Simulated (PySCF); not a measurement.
C5H10, SMILES C1C(C)(C1)C.

Coordinates come from a PBE0-D3(BJ)/def2-SVP optimisation.

These are ωB97X/def2-TZVP run with PySCF values and carry that method's errors.

Symmetry labels are those of the subgroup C2v that the program uses (full group C2v).

Task: List the valence orbital energies around the gap with their symmetry. (The exact figures need the calculation; the answer reports its results.)

Result: 
| orbital | symmetry | energy (eV) |
|---|---|---|
| HOMO−7 | B1 | -14.59 |
| HOMO−6 | A1 | -13.77 |
| HOMO−5 | A2 | -13.41 |
| HOMO−4 | B2 | -13.01 |
| HOMO−3 | A2 | -12.41 |
| HOMO−2 | B2 | -12.00 |
| HOMO−1 | A1 | -10.52 |
| HOMO | B1 | -9.97 |
| LUMO | A1 | 3.21 |
| LUMO+1 | B2 | 4.18 |
| LUMO+2 | A1 | 4.36 |
| LUMO+3 | B1 | 4.56 |
